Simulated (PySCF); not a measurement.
BH3N, SMILES N[BH], multiplicity 2.

The structure is a stationary point at PBE0-D3(BJ)/def2-TZVP. The isomer is the one that the SMILES or the coordinates give; other isomers of the formula were not compared.

Two levels are set side by side: PBE/def2-TZVPD (PySCF) and B3LYP/def2-TZVPD (PySCF). Same geometry, gas phase. Differences are taken from unrounded values.

```json
[
 {"quantity": "α-spin orbital gap (eV)", "B3LYP": "4.90", "PBE": "3.13", "PBE minus B3LYP": "-1.78"},
 {"quantity": "β-spin orbital gap (eV)", "B3LYP": "7.35", "PBE": "5.76", "PBE minus B3LYP": "-1.59"},
 {"quantity": "dipole moment (D)", "B3LYP": "2.22", "PBE": "2.33", "PBE minus B3LYP": "0.10"},
 {"quantity": "mean polarisability (bohr³)", "B3LYP": "29.5", "PBE": "30.7", "PBE minus B3LYP": "1.2"}
]
```

PBE's more diffuse valence density responds more strongly to a field. Differences between two approximate levels are no errors against the true value.

Rough cost on one machine, each run with all the roots and properties that it gave: B3LYP against PBE within a factor of 2.
